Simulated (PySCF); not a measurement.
# Ionisation energy of Co(2+) by level of theory

Co(2+) [Ar] 3d7 [3d3/2^4 3d5/2^3, M_J = 9/2] → Co(3+) [Ar] 3d6 [3d3/2^4 3d5/2^2, M_J = 4], as a difference of total energies. Calculation: PySCF 2.14, in x2c-TZVPall-2c (6s7p4d1f, 54 functions); the two-component X2C-1e Hamiltonian. Correlated levels: [Ne] frozen; the 6 highest virtual spinors dropped. "Screened" scales the spin-orbit matrix elements by Boettger's factors to mimic the two-electron term; Breit and QED terms are absent.

**Question.** Order these methods by the ionisation energy they give, lowest first.
A. GHF (spin-free)
B. GMP2 (screened spin-orbit)
C. GHF (screened spin-orbit)
D. GMP2 (spin-free)

**Answer.** A (31.106 eV), C (31.130 eV), D (33.160 eV), B (33.186 eV).

Errors of the correlated levels include the incompleteness of this basis and the frozen core.

The labels give the starting determinants; with spin-orbit coupling the two ends relaxed to ⟨J²⟩ = 24.76, ⟨L²⟩ = 12.02, ⟨S²⟩ = 3.75 and ⟨J²⟩ = 20.00, ⟨L²⟩ = 6.01, ⟨S²⟩ = 6.00.

For comparison: 33.5 ± 0.06 eV (semi-empirical (NIST evaluation); NIST Atomic Spectra Database, ionization energies).
